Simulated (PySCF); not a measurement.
Start geometry of `BBr` (BBrH2) from GFN2-xTB (Å):
```
atom  x, y, z in Å
B1    -0.150   -0.013   -0.188
Br2    1.632   -0.113   -0.521
H3    -0.784    0.924   -0.627
H4    -0.660   -0.823    0.431
```

Task: What comes out of this run: PySCF 2.14.0, PBE0-D3(BJ)/def2-SVP geometry optimisation, gas phase?

Result: 
```
atom  x, y, z in Å
B1     0.0414    0.1866   -0.3342
Br2    1.8978    0.0811   -0.6785
H3    -0.5665    1.1150   -0.7968
H4    -0.4582   -0.6790    0.3339
```

The energy falls by 11.6 kJ/mol over 6 energy and gradient evaluations, the largest force component goes from 0.0338 to 9.4e-05 Eh/bohr, and the atoms move by 0.044 Å rms after alignment. The bond that changes most is B1–Br2 (ends: three-coordinate boron; bromine bonded to B), which lengthens by 0.075 Å. Bonds longer at the end by more than 0.005 Å: 2 of 3; shorter: 1. Among the angles that change most is H3–B1–H4, from 120.8° to 124.0°. Rotational constants go from 239448, 12269, 11671 to 222456, 11410, 10853 MHz. The orientation of the end geometry is arbitrary; only internal coordinates are fixed.

The run used 56 basis functions and 32 SCF cycles in all. The run took 4.7 s of wall time on one thread of an Arm Neoverse V1, shared host with 32 logical CPUs at a one-minute load of 8.7, and the process peaked at 0.27 GiB of memory.

No PBE0-D3(BJ)/def2-SVP frequencies stand behind this structure, so it isn't proved a minimum.
